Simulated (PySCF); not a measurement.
H₂PtS: from structure and modes to constants

Computed with PBE0/[Pt def2-TZVP with ECP60, S def2-TZVP, H def2-TZVP], scalar-relativistic core potentials, density fitting, no spin–orbit coupling, PySCF.

The singlet minimum has Cs symmetry. Masses (u): Pt 194.96477, S 31.97207, H 1.00782.

```xyz
4
charge 0 multiplicity 1, angstrom
Pt    0.0000   -0.0793   -0.2757
S     0.0000    0.4420    1.7503
H     1.0298    0.7342   -1.0705
H    -1.0298    0.7342   -1.0705
```

Harmonic wavenumbers (cm⁻¹): 391.2 (a'', ×1), 457.2 (a', ×1), 499.8 (a', ×1), 689.7 (a', ×1), 2354.8 (a'', ×1), 2391.3 (a', ×1).

(1) What is the harmonic zero-point energy?

(2) Find the vibrational entropy and heat capacity at 298.15 K.

(3) Give the standard entropy (298.15 K, 1 bar) by its translational, rotational, vibrational and spin parts, and Cp.

## Answers

(1) Half the sum of all 6 wavenumbers, 6784/2 = 3392 cm⁻¹, which is 40.6 kJ/mol (1 cm⁻¹ = 0.0119627 kJ/mol).

(2) With u = 1.43878 ω/T, each mode gives S = R[u/(eᵘ−1) − ln(1−e⁻ᵘ)] and C = R u² eᵘ/(eᵘ−1)².
```csv
ω (cm⁻¹),u,S (J/(mol K)),C (J/(mol K))
391.2,1.888,4.17,6.23
457.2,2.206,3.24,5.63
499.8,2.412,2.76,5.23
689.7,3.328,1.33,3.55
2354.8,11.364,0.00,0.01
2391.3,11.540,0.00,0.01
```
The sums over all modes are S = 11.5 and C = 20.7 J/(mol K); the softest mode gives 36 % of the entropy.

(3) Sackur–Tetrode with M = 228.95 u gives 176.6; rotation with symmetry number 1 gives 94.4; vibration 11.5; spin R ln 1 = 0.0. The total is 282.5 J/(mol K), and Cp = 4 R + 20.7 = 53.9 J/(mol K).

Only a few start shapes were tried, so a lower isomer may exist. No spin–orbit coupling is included, which matters more the heavier the element.
